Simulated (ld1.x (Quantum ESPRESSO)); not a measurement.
Which change was made? (Tc, PAW)

| Item | Value |
| --- | --- |
| Element | technetium |
| Generator | ld1.x (Quantum ESPRESSO) 7.5 |
| Type | PAW |
| Functional | PBE |
| Relativity | scalar-relativistic |
| Frozen core | [Ar] 3d10 |
| Valence charge | 15 |
| Reference configuration | 4s2 4p6 4d5 5s2 5p0 |
| Partial waves | 4s (bound): rcut 1.35, rcutus 1.70 bohr; 5s (bound): rcut 1.35, rcutus 1.70 bohr; 4p (bound): rcut 1.55, rcutus 1.80 bohr; 5p (bound, empty): rcut 1.55, rcutus 1.80 bohr; 4d (bound): rcut 1.70, rcutus 2.15 bohr; 4d channel at 0.25 Ry: rcut 1.70, rcutus 2.15 bohr |
| Local potential | all-electron potential smoothed inside 1.60 bohr (lloc = -1) |
| Core correction | Bessel-smoothed model core inside 1.20 bohr |
| Augmentation charge | PSQ, inside the norm-conserving radii |

Cutoffs, loose and tight: the cutoffs (Ry, on a coarse ladder) from which the occupation-weighted sum of valence levels, in a spherical-Bessel basis at the reference potential, stays within 10 and 1 mRy of its value at 400 Ry. They do not see the model core or the augmentation charge, which bear on the density cutoff. Test errors are all-electron minus pseudo excitation energies from the reference, over the configurations 4s2 4p6 4d5 5s1 5p0; 4s2 4p6 4d5 5s0 5p0; 4s2 4p6 4d4 5s0 5p0; 4s2 4p6 4d6 5s1 5p0; 4s2 4p5 4d5 5s2 5p0; 4s2 4p6 4d4 5s2 5p1; 4s2 4p6 4d5 5s0 5p1; variants that change the core or the reference have their own tests.

The base gives: outcome: generated, overlap not positive; bound ghosts: not determined (overlap not positive); largest test error (meV): -3.5.

**Question.** After one change the result is: outcome: generated, overlap not positive; bound ghosts: not determined (overlap not positive); largest test error (meV): +5.0. Which change was it?
A. wave 4d channel at 0.25 Ry: rcut 1.70, rcutus 2.15 bohr becomes 4d channel at 6.56 Ry: rcut 1.70, rcutus 2.15 bohr
B. wave 4d channel at 0.25 Ry: rcut 1.70, rcutus 2.15 bohr becomes 4d channel at 2.38 Ry: rcut 1.70, rcutus 2.15 bohr
C. wave 4d channel at 0.25 Ry: rcut 1.70, rcutus 2.15 bohr becomes 4d channel at -0.26 Ry: rcut 1.70, rcutus 2.15 bohr
D. wave 4d channel at 0.25 Ry: rcut 1.70, rcutus 2.15 bohr becomes 4d channel at 1.14 Ry: rcut 1.70, rcutus 2.15 bohr

**Answer.** A. The others give: wave 4d channel at 0.25 Ry: rcut 1.70, rcutus 2.15 bohr becomes 4d channel at 1.14 Ry: rcut 1.70, rcutus 2.15 bohr → outcome: generated, overlap not positive; bound ghosts: not determined (overlap not positive); largest test error (meV): +264 | wave 4d channel at 0.25 Ry: rcut 1.70, rcutus 2.15 bohr becomes 4d channel at 2.38 Ry: rcut 1.70, rcutus 2.15 bohr → outcome: generated, overlap not positive; bound ghosts: not determined (overlap not positive); largest test error (meV): -255 | wave 4d channel at 0.25 Ry: rcut 1.70, rcutus 2.15 bohr becomes 4d channel at -0.26 Ry: rcut 1.70, rcutus 2.15 bohr → outcome: generated, overlap not positive; bound ghosts: not determined (overlap not positive); largest test error (meV): -13. A file whose overlap is not positive is unfit for use, and its test errors describe a broken file.
